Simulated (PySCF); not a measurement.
# How methods differ on the excitation energy of Si

Si [Ne] 3s2 3p2 (3P) → Si [Ne] 3s1 3p3 (5S), as a difference of total energies. Computed with PySCF 2.14 in aug-cc-pVQZ-DK (7s6p4d3f2g, 84 functions), with the spin-free X2C one-electron Hamiltonian (Gaussian nucleus). Correlated levels: valence: [Ne] frozen. The calculations carry no spin-orbit coupling.

```csv
method,excitation energy (cm⁻¹)
UHF,21419
LDA,35029
PBE,34329
PBE0,32915
r2SCAN,29390
wB97X-V,34862
TPSS,34097
CAM-B3LYP,37122
revPBE,33704
MP2 (valence),29666
SCS-MP2 (valence),33640
```

A first-order spin-orbit estimate (lowest level to lowest level, LS coupling) adds 0.016 eV.
